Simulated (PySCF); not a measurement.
Si²⁺: ionisation energy

Si²⁺ [Ne] 3s2 (1S) → Si³⁺ [Ne] 3s1 (2S), as a difference of total energies. Computed with PySCF 2.14 in x2c-TZVPPall (5s5p3d1f, 42 functions), with scalar relativity by spin-free X2C-1e. Correlated levels: valence and next inner shell: 1s2 frozen. The calculations carry no spin-orbit coupling.

```tsv
method	ionisation energy (eV)
UHF	32.042
MP2 (valence and next inner shell)	33.132
SCS-MP2 (valence and next inner shell)	33.253
CCSD (valence and next inner shell)	33.375
CCSD(T) (valence and next inner shell)	33.406
```

Question: How much does correlation contribute at CCSD(T) (valence and next inner shell)?

Answer: 33.406 − (32.042) = 1.364 eV, measured against UHF.

Errors of the correlated levels include the incompleteness of this basis and the frozen core.

For comparison: 33.493 eV (measured; NIST Atomic Spectra Database, ionization energies).
